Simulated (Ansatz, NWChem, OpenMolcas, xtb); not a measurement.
**Ligand exchange: SiH3F + RbI → SiH3I + RbF**

Species: SiH3F `F[SiH3]`, singlet; RbI, singlet; SiH3I `[SiH3]I`, singlet; RbF, singlet. The partners trade F for I: Si–F and Rb–I bonds give way to Si–I and Rb–F.

Shapes, held fixed at every level: PBE0-D4/def2-TZVP; RbI at the measured bond length. Programs: Ansatz 0.2.0, NWChem 7.3.0, OpenMolcas 26.06, xtb 6.7.1. Electronic energies: no zero-point or thermal term.

```
         level                   kind  ΔE (kJ/mol)
      GFN0-xTB         semi-empirical         -5.2
    PBE/STO-3G                    GGA       +280.2
 revPBE/STO-3G                    GGA       +281.6
RPA@PBE/STO-3G                    RPA       +274.9
    MP2/STO-3G    perturbation theory       +366.7
   CCSD/STO-3G  coupled cluster or CI       +344.7
    FCI/STO-3G     exact in the basis       +339.9
 PBE0/def2-SVP          global hybrid       +176.5
```

PBE0/def2-SVP gives ΔE = +176.5 kJ/mol; the levels span -5.2 to +366.7. They disagree on the sign: 7 of 8 are positive. GFN0-xTB strays far from the other rows. The median of the levels is +280.9. No measured value is set beside it here. T1 is large for RbF (0.037), so single-reference values are less sure there. For atoms past krypton def2 sets carry core potentials with scalar relativity. All-electron rows are non-relativistic unless named. Outer-core shells of I, Rb are correlated, in sets that cover them unevenly. PBE0/def2-SVP lies outside the range of all other levels here, so it shouldn't be taken on trust. Rows in sets without polarisation functions are far from converged.
